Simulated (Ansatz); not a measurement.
One change: `FC[SiH2]I` becomes `C[SiH](I)CF`.

Ansatz, PBE0-D4/def2-TZVP geometries, multiplicity 1. Each molecule was computed in one conformer, which needn't be the lowest.

Elements past krypton have def2 core potentials.

```tsv
property	`FC[SiH2]I`
HOMO–LUMO gap (ωB97M-V/def2-TZVPP) / eV	11.00
HOMO–LUMO gap (PBE/def2-TZVPP) / eV	5.07
LUMO energy (PBE0/def2-TZVPP) / eV	-0.67
HOMO–LUMO gap (PBE0/def2-TZVPP) / eV	7.07
size of the dipole moment (PBE/def2-TZVPP) / D	1.93
LUMO energy (ωB97M-V/def2-TZVPP) / eV	1.12
```

Problem. Give the same properties after the change, and the shifts. (Best estimate.)

Solution. Ansatz gave: 
```tsv
property	`C[SiH](I)CF`	shift
HOMO–LUMO gap (ωB97M-V/def2-TZVPP) / eV	11.22	0.22
HOMO–LUMO gap (PBE/def2-TZVPP) / eV	5.20	0.13
LUMO energy (PBE0/def2-TZVPP) / eV	-0.44	0.23
HOMO–LUMO gap (PBE0/def2-TZVPP) / eV	7.25	0.18
size of the dipole moment (PBE/def2-TZVPP) / D	0.78	-1.15
LUMO energy (ωB97M-V/def2-TZVPP) / eV	1.40	0.28
```

With PBE0 the HOMO rises by 0.06 eV and the LUMO rises by 0.23 eV, so the gap widens by about 0.17 eV. PBE moves the HOMO by 0.08 eV and ωB97M-V by 0.06 eV. Dipoles are sizes alone; their direction can turn.

Spin–orbit coupling is left out; it splits and shifts lone-pair levels of the heavy atoms by tenths of an eV.
